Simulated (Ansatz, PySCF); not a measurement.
Species: GaF₃ (charge 0, singlet). SMILES: [F][Ga]([F])[F]
Geometry from a B3LYP-D3(BJ)/def2-TZVP (Ansatz, a first-principles code) optimisation:
```
Ga
F 1 1.7337
F 1 1.7337 2 120.00
F 1 1.7337 2 120.00 3 -180.00
```

Quantity: vertical triplet-singlet gap, E(triplet) - E(singlet), in eV. Set-up: no dispersion term unless named; UHF or UKS for open shells; spin-orbit terms left out; valence correlation only (noble-gas shells and the d and f shells of earlier blocks); LANL2DZ with its own core potentials from Na on; each state is the SCF solution reached for its charge and spin; six Cartesian d functions in 6-31G* and its kin unless marked 5d; non-relativistic. First-principles rows: single points at B3LYP-D3(BJ) geometries (Ansatz). Levels can end on unlike triplets.

| level | program | vertical triplet-singlet gap, E(triplet) - E(singlet) (eV) |
|---|---|---|
| PBE/6-31G* | Ansatz | 5.93 |
| B3LYP/STO-3G | Ansatz | 2.20 |
| B3LYP/6-31G* | Ansatz | 6.69 |
| M06-2X/6-31G* with LANL2DZ past Ar (5d) | PySCF | 8.07 |
| MP2/6-31G* | Ansatz | 8.59 |
| MP2/6-31G* with LANL2DZ past Ar | Ansatz | 8.79 |
| PBE/def2-TZVPD | Ansatz | 6.20 |
| wB97M-V/def2-TZVPD | Ansatz | 7.70 |
| wB97X-V/def2-TZVPD | Ansatz | 7.81 |

No value to compare with is used here. The 6 habitual levels span 2.20 (B3LYP/STO-3G) to 8.79 eV (MP2/6-31G* with LANL2DZ past Ar); PBE/def2-TZVPD gives 6.20.

The levels are drawn from those run, B3LYP/6-31G* more often than the rest, none by its result; left out are runs that failed, that the program found above a lower state of the same kind, or whose <S^2> lies over 0.5 above the pure value.
